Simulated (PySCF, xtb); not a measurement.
GeH4, SMILES [GeH4].

Harmonic wavenumbers (cm⁻¹) from GFN2-xTB run with xtb 6.7.1 at its own minimum, in rising order: 766, 766, 766, 913, 913, 2058, 2166, 2167, 2167.

What does ωB97X-D3(BJ)/def2-TZVPD run with PySCF 2.14.0 give at its own minimum? (The exact figures need the calculation; the answer reports its results.)

843, 843, 843, 941, 941, 2196, 2196, 2196, 2201. Paired by order, the mean absolute difference is 58 cm⁻¹ and the zero-point energies are 18.1 and 18.9 kcal/mol.
